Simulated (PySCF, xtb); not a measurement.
Mo(OH)2(H)4 (H6MoO2), SMILES [OH][MoH4][OH], multiplicity 1.

GFN2-xTB (xtb) at its own geometry gives an orbital gap of 2.83 eV and a dipole moment of 7.89 D.

Geometry optimised at r2SCAN-D4/def2-SVP. The geometry has at least one imaginary mode, so it is a saddle point at that level. The multiplicity is an assumed one; other spin states were not compared. The def2 effective core potentials stand for the cores of Mo; spin–orbit coupling is left out. One conformer was computed; it need not be the lowest.

What does PBE0/def2-TZVPD (PySCF) give? (An estimate is asked for; the answer gives what the named calculation found.)

gap 5.44 eV (levels -7.80 and -2.36 eV), dipole 0.52 D.
